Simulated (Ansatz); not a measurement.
An input meant for SnHF3 (charge 0, singlet).

```yaml
crystal:
  periodic: [false, false, false]
  atoms:
    - {symbol: Sn, position_ang: [0.000737, -0.001182, 0.118699]}
    - {symbol: H, position_ang: [0.011285, -0.017930, 1.800288]}
    - {symbol: F, position_ang: [1.728206, 0.010658, -0.650523]}
    - {symbol: F, position_ang: [-0.873919, 1.504395, -0.619072]}
    - {symbol: F, position_ang: [-0.866300, -1.495941, -0.649382]}
basis:
  gaussian: {orbitals: x2c-TZVPPall}
magnetization: {spin_polarized: true, initial_magnetization: 6}
hamiltonian: {xc: {name: wB97M-V}}
scf: {lower_state_search: off}
output: {forces: true}
```

```sh
$ ansatz run in.yaml --threads 4 --pin off --events-out ev --progress --plain --max-ram 3916MiB
```

Output, abridged:

```
Functional definition: wB97M-V
1163 factors; their error is unknown
187 factors; integrals over basis functions are off by at most 7.4e-6 eV
mean field evaluation 1: about -176214.2081 eV, gradient 1.3e1 eV
mean field evaluation 2: about -176215.0182 eV, gradient 2.1e1 eV
mean field evaluation 4: about -176216.8055 eV, gradient 4.6e0 eV
mean field evaluation 8: about -176217.1724 eV, gradient 3.6e-1 eV
mean field evaluation 16: about -176217.1987 eV, gradient 1.2e-1 eV
mean field -176217.48197530 eV, -6475.8730180931 hartree, gradient 5.0e-6 eV, S^2 12.011331; 0 other end points of the search recorded, 0 dependent functions left out
reference -176217.48201543 eV, -6475.8730195679 hartree; 42, 36 occupied and 125, 131 virtual orbitals, 1163 factors
Total energy: -176217.48201543 eV, -6475.8730195679 hartree
Relativity: scalar
Atom 0 at     0.000737    -0.001182     0.118699 Å, force    -2.263668    -0.067087     5.852328 eV/Å
Atom 1 at     0.011285    -0.017930     1.800288 Å, force    -0.037533    -0.047597     4.808528 eV/Å
Atom 2 at     1.728206     0.010658    -0.650523 Å, force     8.563492     0.063697    -4.337434 eV/Å
Atom 3 at    -0.873919     1.504395    -0.619072 Å, force    -3.144229     4.781733    -3.114107 eV/Å
Atom 4 at    -0.866300    -1.495941    -0.649382 Å, force    -3.118062    -4.730747    -3.209315 eV/Å
Dipole moment:     0.427335     0.004195    -0.258269 e Å
Checks for a lower state left out: stability, starts, cluster_reference, orbital_swaps, neighbouring_geometries, increment
```

In this input the spin is set far too high (6 unpaired electrons typed, 0 in the singlet as meant). The calculation finished and met its thresholds. The result belongs to that input, not to the species as meant.

DK, ANO-RCC and x2c sets are all-electron and run with scalar relativity unless a key says otherwise.
